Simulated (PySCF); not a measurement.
**Cu⁺: ionisation energy**

Cu⁺ [Ar] 3d10 (1S) → Cu²⁺ [Ar] 3d9 (2D), as a difference of total energies. All numbers are calculated (PySCF 2.14, scalar relativity by spin-free X2C-1e, in x2c-TZVPPall (6s5p4d2f1g, 64 functions)). Correlated levels: valence: [Ar] frozen. The calculations carry no spin-orbit coupling.

```json
{"method": "UHF", "ionisation energy (eV)": "17.179"}
{"method": "MP2 (valence)", "ionisation energy (eV)": "20.724"}
{"method": "SCS-MP2 (valence)", "ionisation energy (eV)": "20.287"}
{"method": "CCSD (valence)", "ionisation energy (eV)": "19.727"}
{"method": "CCSD(T) (valence)", "ionisation energy (eV)": "19.913"}
```

A first-order spin-orbit estimate (lowest level to lowest level, LS coupling) adds -0.105 eV.

Errors of the correlated levels include the incompleteness of this basis and the frozen core.

Problem. Which method comes closest to the reference value, and which is furthest?

Solution. The reference is 20.292 eV (measured; NIST Atomic Spectra Database, ionization energies). Closest: SCS-MP2 (valence) (error -0.110 eV); furthest: UHF (error -3.218 eV), both after the spin-orbit estimate.
